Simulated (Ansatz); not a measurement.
`[CH3][Al]([I])[CH2]O` + CH₄ → `[CH3][Al]([CH3])[CH2]O` + HI  (formal exchange of groups at the Al–I bond)

Computed with Ansatz on PBE0-D4/def2-TZVP structures; ΔE is electronic, products minus reactants. CCSD(T)/CBS adds triple-zeta CCSD(T) − MP2 to the extrapolated MP2 energy (def2 sets, frozen cores). This one scheme is used for every species. DFT in def2-TZVPP. B3LYP here is the variant with VWN-RPA as its local correlation; programs differ in this. Elements past krypton have def2 core potentials. For I outer-core shells are correlated without core-valence functions, which leaves a few kJ/mol of doubt a bond. One conformer a species, not always the lowest.

`[CH3][Al]([I])[CH2]O`:

Cartesian coordinates in Å:
```
C -1.253 1.218 -0.581
Al 0.392 0.190 -0.700
I 1.951 0.587 -2.601
C 0.950 -1.154 0.636
O -0.079 -1.482 1.573
H -1.063 2.188 -0.108
H -2.009 0.700 0.015
H -1.669 1.423 -1.570
H 1.179 -2.084 0.104
H 1.889 -0.885 1.142
H -0.286 -0.701 2.091
```

CH₄:

```xyz
5

C     0.000    0.000    0.000
H     0.775    0.585    0.494
H    -0.897    0.608   -0.115
H    -0.232   -0.878    0.602
H     0.354   -0.315   -0.981
```

`[CH3][Al]([CH3])[CH2]O`:

```xyz
14

C    -0.107    1.881   -0.211
Al   -0.247   -0.067   -0.045
C    -1.914   -1.029   -0.386
C     1.406   -1.027    0.466
O     2.493   -0.201    0.896
H    -1.071    2.359   -0.403
H     0.311    2.332    0.696
H     0.561    2.163   -1.033
H    -1.799   -2.116   -0.359
H    -2.335   -0.760   -1.360
H    -2.672   -0.761    0.359
H     1.738   -1.703   -0.340
H     1.178   -1.700    1.304
H     2.459    0.628    0.415
```

HI:

Z-matrix (Å, degrees):
```
I
H 1 1.610
```

```tsv
level	ΔE (kJ/mol)	difference from CCSD(T)/CBS
PBE-D4	170.5	-6.7
r2SCAN-D4	176.1	-1.1
PBE0-D4	175.5	-1.7
B3LYP-D4	172.5	-4.7
ωB97X-V	171.3	-5.9
ωB97M-V	170.6	-6.6
B2PLYP	174.9	-2.3
PBE	169.5	-7.7
r2SCAN	176.1	-1.1
PBE0	174.4	-2.8
B3LYP	170.7	-6.5
HF/def2-TZVPP	187.7	10.5
MP2/def2-TZVPP	181.9	4.7
SCS-MP2/def2-TZVPP	178.4	1.2
CCSD/def2-TZVPP	172.0	-5.2
CCSD(T)/def2-TZVPP	171.8	-5.4
HF/def2-QZVPP	186.4	9.2
MP2/def2-QZVPP	184.5	7.3
SCS-MP2/def2-QZVPP	180.9	3.7
HF/CBS(def2)	186.2	9.0
MP2/CBS(def2)	187.2	10.0
CCSD/CBS(def2)	177.3	0.1
CCSD(T)/CBS	177.2	0
```

Largest T1 diagnostic among the species: 0.010.

In def2-TZVPP, CCSD(T) changes the Hartree–Fock value by −15.9 kJ/mol (the triples alone add −0.2 kJ/mol) and MP2 by −5.8 kJ/mol. From PBE to PBE0 (25 % exact exchange), in def2-TZVPP and without D4, ΔE moves by +4.9 kJ/mol.
